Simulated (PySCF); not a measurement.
# Structure elucidation problem

The spectra below were simulated for a compound C₆H₁₁FOSi₂.

1H NMR (300 MHz, computed): δ 5.67 (m, 1H), 4.65 (d, 1H), 4.40 (m, 1H), 4.22 (d, 1H), 4.20 (m, 1H), 2.73 (s, 3H), 0.48 (m, 3H).

13C{1H} NMR (computed): δ 240.7 (C), 114.8 (C), 98.3 (C), 80.3 (CH), 40.7 (CH3), -11.0 (CH3).

All values are calculated (PySCF 2.14.0 with density-fitted response routines): coordinates at the GFN2-xTB level, PBE0/pcSseg-1 with gauge-including orbitals. A single conformation, no solvent, non-relativistic, one averaged value for each set of equivalent atoms.

δ = σ(ref) − σ, references computed at the same level: TMS for 1H, 13C.

Propose a structure and justify it.

## Answers


Rings plus π bonds: 3 (no ring in the answer). 6 carbon signals for 6 carbons: no two carbons are equivalent. Carbon types of the structure: 3 × C, 1 × CH, 2 × CH3, leaving 4 H on heteroatoms. δC 240.7: carbonyl carbon. δC 114.8, 98.3: alkyne carbon. δC 80.3: propargylic sp3 CH bonded to F and Si; deshielded by the electronegative neighbour. δC -11.0: methyl carbon bonded to Si; an electropositive neighbour leaves it electron-rich and shielded. δH 5.67: hydrogen on a propargylic sp3 CH bonded to F and Si; its carbon carries F, which withdraws density. δH 2.73: hydrogen on a methyl carbon α to a carbonyl; α to C=O. δH 0.48: hydrogen on a methyl carbon bonded to Si; an electropositive neighbour shields it, as in TMS itself.

These data were computed for `InChI=1S/C6H11FOSi2/c1-5(8)10-4-3-6(7)9-2/h6H,9-10H2,1-2H3/t6-/m0/s1`.

The data come from this structure; uniqueness wasn't tested.

Splittings by 19F in the carbon and heteronuclear signals aren't shown, as no couplings were computed. Shifts are as computed. Against solution values, carbons near 30 ppm lie about +3 ppm off and those near 130 ppm about +5 ppm. Of 1309 compounds with measured shifts, 239 miss one by over three times the rms of a fit or turn the order of signals round; such compounds aren't used in these exercises. Multiplicities follow the n + 1 count of equivalent neighbours, as no J values were calculated; m marks all less simple cases, F and P coupling included.
